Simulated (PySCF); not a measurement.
C₆ coefficients of unlike pairs at PBE0

Calculated with PySCF 2.14 from the dipole response of each species, C₆(A,B) = (3/π) ∫ α_A(iu) α_B(iu) du, in atomic units, from isotropic polarisabilities. For ions this is the dispersion term alone; charge-induced terms of lower order in 1/R come first.

```
species       configuration                    basis     relativity  α (bohr³)  C₆ (like pair)
     C⁺   [He] 2s2 2p1 (2P)  dyall-acv3z (15s9p4d2f)  spin-free X2C      6.065           14.51
    Zn⁺  [Ar] 3d10 4s1 (2S)  dyall-av2z (16s12p7d2f)           none      19.08           79.11
    P³⁺       [Ne] 3s2 (1S)  aug-cc-pVDZ-DK (5s4p2d)  spin-free X2C      6.727           16.72
     Ti   [Ar] 3d2 4s2 (3F)   aug-cc-pVDZ (7s6p4d2f)           none      111.5            1309
```

**Question.** Estimate C₆ for P³⁺ with C⁺.

**Answer.** The integral gives 15.53. The combination rule 2 C_A C_B / (C_A α_B/α_A + C_B α_A/α_B) gives 15.57 and the geometric mean 15.58.

No spin-orbit coupling is included.

The other pairs:

```json
{"pair": "Ti, C⁺", "C₆": "115.7"}
{"pair": "Ti, P³⁺", "C₆": "127.0"}
{"pair": "P³⁺, Zn⁺", "C₆": "35.49"}
{"pair": "Ti, Zn⁺", "C₆": "301.8"}
{"pair": "Zn⁺, C⁺", "C₆": "32.91"}
```
